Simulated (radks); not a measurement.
Spherical jellium clusters: N electrons in a uniform positive sphere of charge N and radius rs N^(1/3), rs = 4.34 bohr. Calculated with a radial shooting solver with Libxc functionals: non-relativistic Kohn-Sham, PBE, spin-polarised, spherical densities. Levels are named by radial order and angular momentum (1s, 1p, 1d, 2s, ...), and open shells are averaged over m.

N = 2, configuration 1s2. This is the lowest configuration that the search found. Occupied and some empty levels:

level,occupation,eigenvalue (eV),<r> (bohr)
1s,2,-2.9984,4.359
1p,0,-1.2004,6.266

Energy (eV): total -3.45623, kinetic 2.7528, external -23.044, Hartree 11.273, exchange-correlation -6.3818, background 11.943.

Electron density:

r (bohr),n(r) (e/bohr^3)
0.428,0.005711
0.905,0.005533
1.38,0.005233
1.86,0.004821
2.34,0.004314
2.81,0.003738
3.29,0.003125
3.77,0.002515
4.24,0.001941
4.72,0.001434
5.20,0.001014
5.68,0.0006900
6.15,0.0004557
6.63,0.0002950
7.11,0.0001884
7.58,0.0001193
8.06,0.00007496
8.54,0.00004685
9.02,0.00002913
9.49,0.00001803
